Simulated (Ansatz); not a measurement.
A nudged elastic band was laid between two geometries of CH₂BOSb (6 atoms, charge 0, multiplicity 1).

Level of theory: Ansatz 0.2.0, RKS PBE0-D4/def2-SVP.

```yaml
movable_images: 5
climbing_image: yes
spring: 20.0 eV/Å²
optimiser: quadratic models (default)
start_path: IDPP
force_threshold: 0.05 eV/Å
iteration_limit: 60
end_points: relaxed
```

First end point:

```xyz
6
Properties=species:S:1:pos:R:3
B 1.916 -2.096 0.865
C 0.653 -1.377 0.495
O -0.189 -0.527 0.711
Sb -0.155 1.555 -0.253
H -0.370 0.789 -1.772
H -1.855 1.655 -0.046
```

Last end point:

```xyz
6
Properties=species:S:1:pos:R:3
B 1.680 -2.285 0.319
C 0.824 -1.183 0.870
O -0.161 -0.473 0.808
Sb -0.167 1.582 -0.220
H -0.300 0.727 -1.700
H -1.876 1.633 -0.076
```

What changes between the two ends?

No bond is made or broken.

What energy profile does the band end with?

It converged. The highest image is number 3 of 0 to 6, 0.074 eV above the ends, which have the same energy within 2 meV. Another band between the same ends (5 images) ends at a top of the same energy, where a vibrational analysis finds 1 clearly imaginary mode.

```tsv
image	path coordinate (Å)	energy (eV)
0	0.00	0.000
1	0.21	0.001
2	0.42	0.023
3	0.64	0.074
4	0.82	0.031
5	1.00	0.002
6	1.18	0.000
```

What is the geometry of the highest image?


```xyz
6
Properties=species:S:1:pos:R:3:forces:R:3
B 1.827 -2.383 0.625 -0.01 -0.01 0.01
C 0.778 -1.258 0.670 0.01 0.02 -0.02
O -0.123 -0.487 0.797 0.00 -0.01 0.01
Sb -0.224 1.689 -0.267 0.00 0.00 0.00
H -0.329 0.811 -1.736 0.00 0.00 0.00
H -1.929 1.627 -0.090 0.00 0.00 0.00
```

The band took 16 iterations and about 5 core-minutes.

Run time: 4.7 min on 1 thread of Arm Neoverse V2 (shared host), peak memory 0.25 GiB.
